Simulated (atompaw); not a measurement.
# What one change does to a pseudopotential (Be, PAW (atompaw))

```
Element                 : Be
Generator               : atompaw 4.2.0.5
Type                    : PAW
Functional              : LDA (PW92)
Relativity              : scalar-relativistic
Frozen core             : [He]
Valence charge          : 2
Reference configuration : 2s1.5 2p0.5
Partial waves           : 2s (bound): rc 2.15 bohr; 2s channel at 0.7 Ry: rc 3.00 bohr; 2p (bound): rc 3.00 bohr; 2p channel at 0.75 Ry: rc 3.00 bohr
Local potential         : bessel scheme, radius 2.20 bohr
Core correction         : smooth core density matched at 1.70 bohr
Augmentation charge     : sinc compensation charge, radius 2.95 bohr; PAW radius 3.00 bohr; waves and projectors: custom polynom2 7 10 vanderbiltortho
```

All-electron outer shells of the reference configuration (LDA (PW92), scalar-relativistic, ld1.x):

| shell | level (eV) | outermost node (bohr) | outermost maximum (bohr) |
| --- | --- | --- | --- |
| 1s | -105.63 | – | 0.27 |
| 2s | -5.89 | 0.60 | 2.04 |
| 2p | -2.37 | – | 2.26 |

Change: augmentation sinc compensation charge, radius 2.95 bohr; PAW radius 3.00 bohr; waves and projectors: custom rrkj vanderbiltortho.

Cutoffs: the cutoffs (Ry, on a coarse ladder) from which the occupation-weighted sum of valence levels, in a spherical-Bessel basis at the reference potential, stays within 10 and 1 mRy of its value at 400 Ry; they do not see the model core or the augmentation charge, which bear on the density cutoff.

**Question.** What does the change do?

**Answer.** Both files are very soft, the changed one slightly softer (loose and tight cutoff 6 and 10 Ry → 6 and 6 Ry on this coarse ladder); the range in which the p phases agree widens (upper end 1.6 → at the end of the scan); neither file shows a bound ghost.

```tsv
quantity	base	changed
cutoff, loose	6 Ry	6 Ry
cutoff, tight	10 Ry	6 Ry
bound ghosts	none	none
s: phases at 3.01 bohr within 0.05 rad from the reference energy up to (Ry; the scan ends near 5)	1.4	1.8
p: phases at 3.01 bohr within 0.05 rad from the reference energy up to (Ry; the scan ends near 5)	1.6	to the end of the scan
lowest overlap eigenvalue by channel	s 0.55, p 0.89	s 0.38, p 0.65
```

 The cutoffs see the waves, projectors and local potential, not the compensation charge or the core.
